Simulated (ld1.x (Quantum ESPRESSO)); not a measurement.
## Before and after: ultrasoft potential for Ru

ld1.x (Quantum ESPRESSO) 7.5 input, shortened:

```
&input
   title='Ru', zed=44., rel=1, dft='PW91', iswitch=3,
   config='[Kr] 4d6 4f-2 5s2 5p0'
 /
 &inputp
   pseudotype=3, tm=.true., lloc=-2, rcloc=1.45,
   nlcc=.false.,
   which_augfun='PSQ', rmatch_augfun=1.50
 /
8
5S  1  0   2.00   0.00  1.90  2.45  0.0
5S  1  0   0.00   0.05  1.90  2.45  0.0
5P  2  1   0.00   0.00  2.90  3.20  0.0
5P  2  1   0.00   0.40  2.90  3.20  0.0
4D  3  2   6.00   0.00  1.40  1.60  0.0
4D  3  2   0.00   0.85  1.40  1.60  0.0
4F  4  3  -2.00   0.45  2.55  2.80  0.0
4F  4  3  -2.00   1.60  2.55  2.80  0.0
 &test
   configts(1)='4d6 5s2 5p0'
 /
```

Change: all radii scaled by about 1.31 (s 3.20, p 4.18, d 2.10, f 3.66 bohr, rcut 2.48/3.80/1.84/3.34); local potential all-electron potential smoothed inside 1.90 bohr (lloc = -2); augmentation PSQ, radius 1.96 bohr.

Cutoffs: the cutoffs (Ry, on a coarse ladder) from which the occupation-weighted sum of valence levels, in a spherical-Bessel basis at the reference potential, stays within 10 and 1 mRy of its value at 400 Ry; they do not see the model core or the augmentation charge, which bear on the density cutoff. Errors are all-electron minus pseudo energies relative to the spin-unpolarised reference configuration.

Question: How do hardness, ghosts and transferability respond?

Answer: The potential gets softer (40 Ry and 70 Ry → 25 Ry and 40 Ry); the bound ghost in s disappears; of the 7 tests that both files solve, the error grows in 5 and shrinks in 1 by more than 15 % and 0.3 meV (median size 22.4 → 37.8 meV). A larger radius leaves more room for a smooth pseudo-wave, so fewer plane waves are needed.

| quantity | base | changed |
| --- | --- | --- |
| cutoff, loose | 40 Ry | 25 Ry |
| cutoff, tight | 70 Ry | 40 Ry |
| loose cutoff by channel (10 mRy a level) | s 6 Ry, d 35 Ry | s 6 Ry, d 18 Ry |
| bound ghosts | s | none |
| error for 4d7 5s1 5p0, meV [ΔE -1.69 eV] | -12 | -38 |
| error for 4d7 5s0 5p0, meV [ΔE 5.66 eV] | +22 | -38 |
| error for 4d6 5s0 5p0, meV [ΔE 23.91 eV] | +87 | +77 |
| error for 4d8 5s0 5p0, meV [ΔE -2.03 eV] | -41 | -126 |
| error for 4d4 5s0 5p0, meV [ΔE 99.20 eV] | -379 | -710 |
| error for 4d6 5s1 5p1, meV [ΔE 3.98 eV] | +4.7 | +3.1 |
| error for 4d5 5s0 5p0, meV [ΔE 54.61 eV] | +9.1 | -25 |
| lowest overlap eigenvalue by channel | s 0.44, p 0.43, d 0.95, f 0.97 | s 0.31, p 0.45, d 0.38, f 0.97 |

 A true bound ghost makes a file unfit for plane-wave use even where its test errors are small: the radial tests pick states by their node count and pass the ghost by.
